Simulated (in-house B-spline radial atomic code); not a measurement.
RPA and G0W0 on LDA exchange-only: Rb XXVII (Rb26+)

Configuration [Ne] 3s1, highest spin, mean-field start LDA exchange-only. Computed with a B-spline radial code for spherical atoms: all electrons, non-relativistic, point nucleus, each spin shell either full or empty, empty states to l = 9 with an (l + 1/2)⁻⁴ tail; G0W0 by contour deformation at full frequency.

Without relativity these are model numbers: it shifts the levels of so heavy an element strongly and can reorder them.

Command:
```bash
python run_gw.py task.json out
```
Settings (radii: box in bohr, nucleus in fm):
```
Z                        37
electrons                11
configuration            [Ne] 3s1
hamiltonian              nr
method                   lda,
lmax                     9
spin_polarised           True
box_radius               3.38
intervals                46
ion_configuration        [He] 2s2 2p6
```

Cost of the run: 2.2 s on 1 thread of Arm Neoverse N1, with other jobs on the host.

Energies (hartree):

| term | value |
| --- | --- |
| mean-field total | -2471.05298 |
| Hartree-Fock functional on these orbitals | -2475.89423 |
| direct second order | -0.77807 |
| second-order exchange | 0.32365 |
| SOSEX correction | 0.30342 |

(1) What is the RPA correlation energy, and what remains with SOSEX?

Quasi-particle levels (eV):

```json
{"level": "3s up", "occupied": "yes", "mean field": "-1251.45", "Σx - vxc": "-21.87", "Σc": "?", "QP weight": "?", "G0W0": "?"}
{"level": "2p down", "occupied": "yes", "mean field": "-2979.20", "Σx - vxc": "-80.13", "Σc": "3.10", "QP weight": "0.992", "G0W0": "-3056.22"}
{"level": "2p up", "occupied": "yes", "mean field": "-2981.08", "Σx - vxc": "-80.71", "Σc": "3.37", "QP weight": "0.989", "G0W0": "-3058.43"}
{"level": "2s down", "occupied": "yes", "mean field": "-3140.53", "Σx - vxc": "-98.72", "Σc": "3.36", "QP weight": "0.990", "G0W0": "-3235.89"}
{"level": "3s down", "occupied": "no", "mean field": "-1235.36", "Σx - vxc": "18.27", "Σc": "-5.06", "QP weight": "0.966", "G0W0": "-1222.15"}
```

G0W0 = mean field + (Σx - vxc) + Σc, with Σc (partial-wave tail included) taken at the quasi-particle energy. Only the outer levels were computed.

(2) Where does G0W0 put 3s up?

(3) What does it cost to remove one electron (to [He] 2s2 2p6) by differences of total energies, each species on its own start (correlation terms add to the Hartree-Fock functional)?

Answers

(1) RPA gives -0.73963 hartree (-1.83 eV per electron); RPA + SOSEX gives -0.43621, and the second-order doubles -0.45442 hartree (no singles). SOSEX takes back 41 % of the RPA value.

(2) At -1276.95 eV, with Σc = -3.64 eV and a quasi-particle weight of 0.981. The tabulated removal energy is 1294.57 ± 0.04 eV (NIST, semi-empirical); the calculation leaves out relativity, Breit and QED terms, and what these don't explain is the method's own error.

(3) LDA exchange-only 1273.64 eV, Hartree-Fock functional 1273.04 eV, + RPA 1275.80 eV, + RPA + SOSEX 1273.67 eV, + second order 1273.77 eV. Tabulated: 1294.57 ± 0.04 eV (NIST, semi-empirical); the calculation leaves out relativity, Breit and QED terms, and what these don't explain is the method's own error.
